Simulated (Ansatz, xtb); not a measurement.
**C4H10SSi: which of two isomers lies lower**

We compare X, `C=CC[Si@@H](C)S`, a singlet, with Y, `C=C[Si](C)(C)S`, a singlet. Both are isolated molecules in the gas phase, relaxed with PBE0-D3(BJ)/def2-SVP; the shapes shown needn't be the lowest conformers.

X (Å):

```xyz
16

C     0.5908    0.6145   -0.3528
C    -0.4382   -0.1252   -0.7812
C    -1.3452    0.2261   -1.9110
C    -3.8412   -0.0832   -0.0939
S    -2.4292    2.9304   -0.3668
Si   -2.9365    1.0500   -1.2820
H     1.1904    0.3092    0.5084
H     0.8771    1.5419   -0.8595
H    -0.6792   -1.0468   -0.2359
H    -0.8670    0.9316   -2.6092
H    -1.6368   -0.6713   -2.4836
H    -3.8152    1.4151   -2.4338
H    -4.1144   -1.0318   -0.5841
H    -4.7612    0.3970    0.2714
H    -3.2102   -0.3140    0.7782
H    -1.4610    2.3744    0.4000
```

Y (Å):

```yaml
atoms:
  - { symbol: C, position_ang: [-2.1357, -1.9191, -2.4443] }
  - { symbol: C, position_ang: [-1.5597, -1.4864, -1.3164] }
  - { symbol: C, position_ang: [0.9584, 0.1096, -0.5208] }
  - { symbol: C, position_ang: [-0.9825, 1.2142, -2.6711] }
  - { symbol: S, position_ang: [-1.8494, 1.2024, 0.5438] }
  - { symbol: Si, position_ang: [-0.8235, 0.2181, -1.0903] }
  - { symbol: H, position_ang: [-2.2075, -1.2886, -3.3381] }
  - { symbol: H, position_ang: [-2.5651, -2.9237, -2.5339] }
  - { symbol: H, position_ang: [-1.5299, -2.1703, -0.4569] }
  - { symbol: H, position_ang: [1.3721, 1.1116, -0.3280] }
  - { symbol: H, position_ang: [1.0407, -0.4796, 0.4052] }
  - { symbol: H, position_ang: [1.5757, -0.3759, -1.2930] }
  - { symbol: H, position_ang: [-0.4289, 0.7382, -3.4966] }
  - { symbol: H, position_ang: [-0.5755, 2.2252, -2.5194] }
  - { symbol: H, position_ang: [-2.0350, 1.3176, -2.9770] }
  - { symbol: H, position_ang: [-3.0784, 1.0740, -0.0023] }
```

Task: Estimate E(Y) − E(X) at the level CCSD(T)/def2-SVP + ΔMP2/def2-TZVPP.

Result: Calculated at CCSD(T)/def2-SVP + ΔMP2/def2-TZVPP: E(Y) − E(X) = −37.0 kJ/mol, so structure Y lies lower.

The same difference at several levels:

```json
{"level": "GFN2-xTB", "geometry": "GFN2-xTB", "E(Y) − E(X) (kJ/mol)": "+38.5", "departure from the last row (kJ/mol)": "+75.5", "job, with rough time for the two": "optimisation, 0.52 s"}
{"level": "HF/STO-3G", "geometry": "GFN2-xTB", "E(Y) − E(X) (kJ/mol)": "−43.7", "departure from the last row (kJ/mol)": "−6.7", "job, with rough time for the two": "single point, 0.5 s"}
{"level": "r2SCAN-D4/def2-SVP", "geometry": "GFN2-xTB", "E(Y) − E(X) (kJ/mol)": "−34.4", "departure from the last row (kJ/mol)": "+2.6", "job, with rough time for the two": "single point, 3.5 s"}
{"level": "PBE0-D3(BJ)/def2-SVP", "geometry": "PBE0-D3(BJ)/def2-SVP", "E(Y) − E(X) (kJ/mol)": "−28.2", "departure from the last row (kJ/mol)": "+8.8", "job, with rough time for the two": "optimisation, 64 s"}
{"level": "HF/def2-SVP", "geometry": "PBE0-D3(BJ)/def2-SVP", "E(Y) − E(X) (kJ/mol)": "−35.8", "departure from the last row (kJ/mol)": "+1.2", "job, with rough time for the two": "part of the CCSD(T) run"}
{"level": "MP2/def2-SVP", "geometry": "PBE0-D3(BJ)/def2-SVP", "E(Y) − E(X) (kJ/mol)": "−28.9", "departure from the last row (kJ/mol)": "+8.1", "job, with rough time for the two": "part of the CCSD(T) run"}
{"level": "CCSD(T)/def2-SVP", "geometry": "PBE0-D3(BJ)/def2-SVP", "E(Y) − E(X) (kJ/mol)": "−28.3", "departure from the last row (kJ/mol)": "+8.7", "job, with rough time for the two": "single point"}
{"level": "CCSD(T)/def2-SVP + ΔMP2/def2-TZVPP", "geometry": "PBE0-D3(BJ)/def2-SVP", "E(Y) − E(X) (kJ/mol)": "−37.0", "departure from the last row (kJ/mol)": "", "job, with rough time for the two": "single point, 49 s"}
```

As drawn, Y has 1 C–Si, 1 C–H in place of 1 C–C, 1 Si–H.

GFN2-xTB puts the two in the other order. The largest departure from CCSD(T)/def2-SVP + ΔMP2/def2-TZVPP is that of GFN2-xTB, 75.5 kJ/mol. The last row adds to CCSD(T) the change of the MP2 difference between the two basis sets, here −8.7 kJ/mol.

With thermal terms from frequencies at re-optimised GFN2-xTB minima (ideal gas, soft modes damped towards free rotors, one conformer each, 298.15 K, 1 atm): the zero-point term adds +2.1 kJ/mol; ΔH is −32.4 and ΔG −38.1 kJ/mol.

The correlated steps freeze 14 core orbitals. Mirror images aren't counted in ΔG. Codes used: Ansatz 0.2.0, xtb 6.7.1; the last row on 2 threads of Intel(R) Xeon(R) 6975P-C (Granite Rapids) on a shared host.
